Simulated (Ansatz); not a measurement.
Born–Oppenheimer molecular dynamics of CH$_{8}$BFOSi (13 atoms, charge 0, multiplicity 1). It starts at the highest image of a converged band. Of that band: Neighbouring images differ by up to 1.7 eV, so the band resolves the path poorly. A vibrational analysis at the climbing image gives one clearly imaginary mode, 1288i cm⁻¹: a first-order saddle point.

Level of theory: RKS PBE0/def2-SVP in Ansatz.

```yaml
ensemble: NVE (velocity Verlet)
time_step: 0.5 fs
steps_asked: 200
starting_velocities_drawn_for: 100 K
seed: 9622
```

First frame:

```xyz
13
Properties=species:S:1:pos:R:3
B 0.077 0.245 0.125
O -0.119 -0.504 1.497
H -1.054 -0.754 1.547
C 1.487 -0.022 -0.521
H 1.528 -1.086 -0.817
H 1.647 0.582 -1.427
H 2.320 0.162 0.172
F -1.056 0.090 -0.619
Si 0.057 2.437 0.753
H 1.293 2.936 1.435
H 0.060 2.933 -0.657
H -1.136 3.034 1.441
H -0.130 0.702 1.517
```

Problem. How far do the bonds stretch over the last three quarters of this one trajectory? (Pairs bonded in most of those frames.)

Solution. 
```tsv
bond	mean (Å)	spread (Å)	shortest	longest
B1–O2	1.357	0.031	1.31	1.41
B1–C4	1.572	0.024	1.53	1.62
B1–F8	1.348	0.015	1.32	1.38
O2–H3	0.965	0.007	0.95	0.98
C4–H5	1.107	0.009	1.09	1.12
C4–H6	1.101	0.016	1.08	1.13
C4–H7	1.101	0.006	1.09	1.11
Si9–H10	1.497	0.007	1.49	1.51
Si9–H11	1.498	0.019	1.46	1.53
Si9–H12	1.509	0.045	1.43	1.59
Si9–H13	1.505	0.078	1.35	1.63
```

Mean temperature of the second half: 1493 K. The conserved energy stayed within 0.12 meV per atom of its start (net change -0.05 meV per atom), so the integration is sound. The kinetic energy rose, since the run started high on the potential surface and went downhill. It ends in pieces (CH4BFO + H4Si), so much of that is their flight and rotation, not heat. A run of 0.1 ps of so small a system gives no equilibrium averages. The orbitals stay closed-shell, which can raise the energy where a bond breaks towards radicals; this wasn't checked here.

Run time: 5.5 min on 4 threads of Intel(R) Xeon(R) Platinum 8375C CPU @ 2.90GHz (Ice Lake), on a shared host, peak memory 0.28 GiB.
